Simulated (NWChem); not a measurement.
All runs are NWChem calculations. System: F2Sn, charge 0, spin multiplicity 1, at a geometry optimised with PBE/def2-SVP with def2 effective core potentials on Sn. The structure started from a generated list of species. Level: PBE0/def2-TZVP with def2 effective core potentials on Sn.

Input file:

```
start mol
memory heap 200 mb stack 900 mb global 1100 mb
geometry units angstroms nocenter noautoz
  Sn     0.000000     0.000000    -0.347170
  F      1.475205     0.000000     0.964361
  F     -1.475205     0.000000     0.964361
  symmetry group C2v
end
basis spherical
  * library def2-tzvp
end
ecp
  Sn library def2-ecp
end
dft
  xc pbe0
  semidirect memsize 60000000 filesize 0
  iterations 100
end
task dft energy
```

Output (cleaned and shortened):

```
             Northwest Computational Chemistry Package (NWChem) 7.3.0
             --------------------------------------------------------

                                NWChem Input Module
                                -------------------

 Scaling coordinates for geometry "geometry" by  1.889725989
 (inverse scale =  0.529177249)

 Turning off AUTOSYM since
 SYMMETRY directive was detected!

                             Geometry "geometry" -> ""
                             -------------------------

 Output coordinates in angstroms (scale by  1.889725989 to convert to a.u.)

  No.       Tag          Charge          X              Y              Z
 ---- ---------------- ---------- -------------- -------------- --------------
    1 Sn                  50.0000     0.00000000     0.00000000    -0.34717000
    2 F                    9.0000     1.47520500     0.00000000     0.96436100
    3 F                    9.0000    -1.47520500     0.00000000     0.96436100

 Effective nuclear repulsion energy (a.u.)     255.8044540316

            Nuclear Dipole moment (a.u.)
            ----------------------------
        X                 Y               Z
 ---------------- ---------------- ----------------
     0.0000000000     0.0000000000    -0.0000037795

      Symmetry information
      --------------------

 Group name             C2v
 Group number             16
 Group order               4
 No. of unique centers     2

      Symmetry unique atoms

     1    2


 Summary of "ao basis" -> "" (spherical)
 ------------------------------------------------------------------------------
       Tag                 Description            Shells   Functions and Types
 ---------------- ------------------------------  ------  ---------------------
 *                         def2-tzvp                  on all atoms

                                 NWChem DFT Module
                                 -----------------

 Summary of "ao basis" -> "ao basis" (spherical)
 ------------------------------------------------------------------------------
       Tag                 Description            Shells   Functions and Types
[...]
              MO Center= -2.3D-14, -2.6D-15, -2.1D-01, r^2= 3.1D+00
   Bfn.  Coefficient  Atom+Function         Bfn.  Coefficient  Atom+Function
  ----- ------------  ---------------      ----- ------------  ---------------
     5      0.480614  1 Sn s                  6      0.432210  1 Sn s
     2      0.375743  1 Sn s                  3     -0.312101  1 Sn s
     1     -0.237255  1 Sn s                 58      0.217495  2 F  pz
    89      0.217495  3 F  pz                 4     -0.203051  1 Sn s
    18     -0.198085  1 Sn pz                12      0.194847  1 Sn pz

 Vector   21  Occ=0.000000D+00  E=-1.069457D-01  Symmetry=b2
              MO Center= -3.0D-15, -1.8D-15, -4.4D-01, r^2= 3.4D+00
   Bfn.  Coefficient  Atom+Function         Bfn.  Coefficient  Atom+Function
  ----- ------------  ---------------      ----- ------------  ---------------
    17      0.539568  1 Sn py                11     -0.352860  1 Sn py
    14      0.329138  1 Sn py                20      0.318072  1 Sn py
    57     -0.118894  2 F  py                88     -0.118894  3 F  py
    63     -0.105369  2 F  py                94     -0.105369  3 F  py
    60     -0.091778  2 F  py                91     -0.091778  3 F  py

 Vector   22  Occ=0.000000D+00  E=-3.135800D-02  Symmetry=b1
              MO Center= -5.8D-15, -8.3D-16, -7.1D-01, r^2= 4.8D+00
   Bfn.  Coefficient  Atom+Function         Bfn.  Coefficient  Atom+Function
  ----- ------------  ---------------      ----- ------------  ---------------
    19      0.629195  1 Sn px                13      0.280320  1 Sn px
    16      0.280968  1 Sn px                10     -0.272573  1 Sn px
    35      0.247118  1 Sn d  1              25     -0.123003  1 Sn d  1
    58      0.117619  2 F  pz                89     -0.117619  3 F  pz
    61      0.100337  2 F  pz                92     -0.100337  3 F  pz

 Vector   23  Occ=0.000000D+00  E=-1.316610D-02  Symmetry=a1
              MO Center=  1.3D-14,  3.7D-15, -4.1D-01, r^2= 5.3D+00
   Bfn.  Coefficient  Atom+Function         Bfn.  Coefficient  Atom+Function
  ----- ------------  ---------------      ----- ------------  ---------------
    21      0.705575  1 Sn pz                 5      0.361750  1 Sn s
    15      0.241076  1 Sn pz                12     -0.230918  1 Sn pz
    18      0.226843  1 Sn pz                 2      0.201957  1 Sn s
    34     -0.174754  1 Sn d  0               3     -0.169613  1 Sn s
    55     -0.144114  2 F  s                 86     -0.144114  3 F  s

 center of mass
 --------------
 x =   0.00000000 y =   0.00000000 z =  -0.05199322

 moments of inertia (a.u.)
 ------------------
         176.514357116330           0.000000000000           0.000000000000
           0.000000000000         471.804837158772           0.000000000000
           0.000000000000           0.000000000000         295.290480042442

     Multipole analysis of the density
     ---------------------------------

     L   x y z        total         alpha         beta         nuclear
     -   - - -        -----         -----         ----         -------
     0   0 0 0     -0.000000    -20.000000    -20.000000     40.000000

     1   1 0 0      0.000000      0.000000      0.000000      0.000000
     1   0 1 0     -0.000000     -0.000000     -0.000000      0.000000
     1   0 0 1     -1.577867     -9.973718     -9.973718     18.369569

     2   2 0 0    -29.761589    -84.823903    -84.823903    139.886218
     2   1 1 0      0.000000      0.000000      0.000000      0.000000
     2   1 0 1     -0.000000     -0.000000     -0.000000      0.000000
     2   0 2 0    -21.778076    -10.889038    -10.889038      0.000000
     2   0 1 1      0.000000      0.000000      0.000000      0.000000
     2   0 0 2    -26.812860    -48.030492    -48.030492     69.248125

 Task  times  cpu:        2.7s     wall:        2.7s

 Total times  cpu:        2.8s     wall:        2.8s
```
